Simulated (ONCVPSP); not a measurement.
# Cutoff test, Ir (Z = 77), ONCV

- Element: Ir
- Generator: ONCVPSP 4.0.1
- Type: optimised norm-conserving Vanderbilt (ONCV)
- Functional: Wu-Cohen
- Relativity: scalar-relativistic
- Frozen core: [Kr] 4d10 4f14
- Valence charge: 17
- Reference configuration: 5s2 5p6 5d7 6s1.75 6p0.25
- Partial waves: 5s+6s: rc 1.60 bohr, ncon 4, nbas 8, qcut 6.8 1/bohr, 3 projectors, debl 1.4 Ha; 5p+6p: rc 1.55 bohr, ncon 4, nbas 8, qcut 8 1/bohr, 2 projectors; 5d: rc 2.45 bohr, ncon 4, nbas 8, qcut 6 1/bohr, 3 projectors, debl 3.9 Ha
- Local potential: polynomial inside 1.05 bohr (lpopt 5, dvloc0 0 Ha)
- Core correction: none

Question: For each optimised wave give the share of its norm inside rc, the residual kinetic energy above qcut (Ha) and the cutoffs (Ha) for errors of 10, 1, 0.1 and 0.01 mHa per electron.

Answer:

| wave | norm inside rc | residual KE | 10 mHa | 1 mHa | 0.1 mHa | 0.01 mHa |
| --- | --- | --- | --- | --- | --- | --- |
| 5s | 0.960 | 6.8e-05 | 14.2 | 18.7 | 22.9 | 64.7 |
| 6s | 0.073 | 8.0e-05 | 11.7 | 18.3 | 22.9 | 55.9 |
| s projector 3 | 0.093 | 2.0e-04 | 14.2 | 20.0 | 25.2 | 53.0 |
| 5p | 0.865 | 1.6e-05 | 10.7 | 23.0 | 28.4 | 39.8 |
| 6p | 0.021 | 3.5e-06 | 7.1 | 11.0 | 24.3 | 29.8 |
| 5d | 0.854 | 4.3e-06 | 10.9 | 13.6 | 15.6 | 17.4 |
| d projector 2 | 0.185 | 1.7e-04 | 13.7 | 16.3 | 20.3 | 46.5 |
| d projector 3 | 0.127 | 4.2e-03 | 16.3 | 25.7 | 56.5 | 65.0 |

The occupied waves need 23 Ha and 28 Ha for 1 and 0.1 mHa. 1 of 4 tests not solved or not reliable.
